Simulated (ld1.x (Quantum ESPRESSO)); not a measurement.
# Plane-wave convergence, ultrasoft potential for Br

ld1.x (Quantum ESPRESSO) 7.5 input, shortened:

```
&input
   title='Br', zed=35., rel=1, dft='PZ', iswitch=3,
   config='[Ar] 3d10 4s2 4p3.5 4d-2'
 /
 &inputp
   pseudotype=3, tm=.true., lloc=-2, rcloc=2.05,
   nlcc=.true., new_core_ps=.true., rcore=1.00,
   which_augfun='PSQ', rmatch_augfun=1.15
 /
6
4S  1  0   2.00   0.00  1.10  1.50  0.0
4S  1  0   0.00  -2.05  1.10  1.50  0.0
4P  2  1   3.50   0.00  1.65  1.80  0.0
4P  2  1   0.00  -1.25  1.65  1.80  0.0
4D  3  2  -2.00   0.05  1.70  2.05  0.0
4D  3  2  -2.00   0.50  1.70  2.05  0.0
 &test
   configts(1)='4s2 4p3.5'
 /
```

The pseudo-atom Hamiltonian at the reference potential is diagonalised in spherical Bessel functions j_l(qr) that vanish at 20 bohr, with q² up to the cutoff. All-electron valence levels (Ry): 4s -2.6605, 4p -1.6835.

Q: How do the lowest levels (Ry) of each channel move with the cutoff, and are there ghosts?

A:

```
cutoff (Ry)     s #1     p #1     d #1     f #1  Σ f·Δε (mRy)
          8  -2.6322  -1.6337  -0.5236  -0.1520         233.8
         12  -2.6504  -1.6727  -0.5370  -0.1521          60.7
         18  -2.6599  -1.6826  -0.5416  -0.1521           7.0
         25  -2.6603  -1.6839  -0.5422  -0.1521           1.8
         35  -2.6607  -1.6840  -0.5422  -0.1521           0.7
         45  -2.6609  -1.6840  -0.5422  -0.1521           0.3
        400  -2.6610  -1.6840  -0.5423  -0.1521           0.0
```

Result: no extra level below or beside the all-electron valence levels (s, p, d, f tested); 10 mRy is reached at 18 Ry and 1 mRy at 35 Ry.
